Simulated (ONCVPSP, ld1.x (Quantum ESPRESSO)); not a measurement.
# Potentials for Pb compared

Generated with ld1.x 7.5 (TM, RRKJ, ultrasoft, PAW), atompaw 4.2 or ONCVPSP 4.0.1. The cutoff is in Ry: for ld1.x and atompaw files where the sum of valence levels is converged to 10 mRy in a Bessel basis, for ONCV files where the hardest occupied wave has 1 mHa per electron of residual kinetic energy. The error is the largest all-electron minus pseudo excitation energy over each file’s own four to seven test configurations (ionisations up to +4, promotions, holes and added fractions of an electron), all of which were solved. The labels leave out finer settings (local radius, basis sizes, second energies), which also bear on the numbers. Spin-polarised tests are not counted. The rows are a selection from randomly drawn settings: files with unsolved tests, undetermined cutoffs or missed reference levels are left out.

A true bound ghost makes a file unfit for plane-wave use even where its test errors are small: the radial tests pick states by their node count and pass the ghost by.

| potential | cutoff (Ry) | largest error (meV) | bound ghosts |
| --- | --- | --- | --- |
| ONCV, PBE, scalar-relativistic, rc 1.80/2.50 (sp), local smoothed, core correction yes, reference 6s2 6p1, qcut 3.1/3.1, projectors 3/2 | 23 | +103 | none |
| PAW, PBE, scalar-relativistic, rc 2.05/2.90/1.80 (spd), local smoothed, core correction yes, reference 5d10 6s2 6p2 | 35 | -31 | s, p |
| ONCV, PBE, scalar-relativistic, rc 1.35/1.70/1.25 (spd), local d, core correction no, reference 5s2 5p6 5d10 6s2 6p2, qcut 7.4/6.7/7.2, projectors 2/2/0 | 48 | -40 | s |
| TM semilocal, LDA (PZ), scalar-relativistic, rc 1.60/1.40/1.10 (spd), local s, core correction yes, reference 5p6 5d10 6s1 6p0 | 90 | +1307 | none |
| ONCV, PBE, scalar-relativistic, rc 1.65/1.60/1.15/1.15 (spdf), local f, core correction yes, reference 5s2 5p6 5d10 6s2 6p1, qcut 5.9/8.2/9.1/11, projectors 2/2/2/0 | 49 | -27 | none |
| ONCV, PBEsol, scalar-relativistic, rc 1.55/1.35/1.30 (spd), local smoothed, core correction yes, reference 5s2 5p6 5d10 6s2 6p2, qcut 9.1/8.8/6.6, projectors 2/2/2 | 64 | -26 | none |
| ONCV, PBEsol, scalar-relativistic, rc 1.90/2.20/1.65/0.70 (spdf), local smoothed, core correction no, reference 4f14 5d10 6s2 6p1, qcut 3.2/3.4/9.2/20.9, projectors 1/2/2/3 | 441 | -154 | s, p |

**Question.** Fill in the row for Pb: RRKJ, PBE, scalar-relativistic, rc 1.75/2.05/1.10 (spd), local p, core correction yes, reference 5d10 6s1 6p3.

**Answer.** cutoff 140 Ry, largest error -48 meV, bound ghosts: s.
